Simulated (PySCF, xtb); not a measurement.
CH3BrOZn, SMILES [O](C)[Zn][Br].

xtb with GFN2-xTB at its own geometry gives an orbital gap of 3.12 eV and a dipole moment of 5.81 D.

The structure is a stationary point at PBE-D3(BJ)/def2-SVP. The structure was generated by enumeration; whether it is a known compound was not checked. Other conformers were not sampled.

What does PBE/def2-TZVP run with PySCF give? (Estimate from the structure and the level; the computed values follow.)

gap 3.82 eV (levels -6.21 and -2.39 eV), dipole 1.33 D.
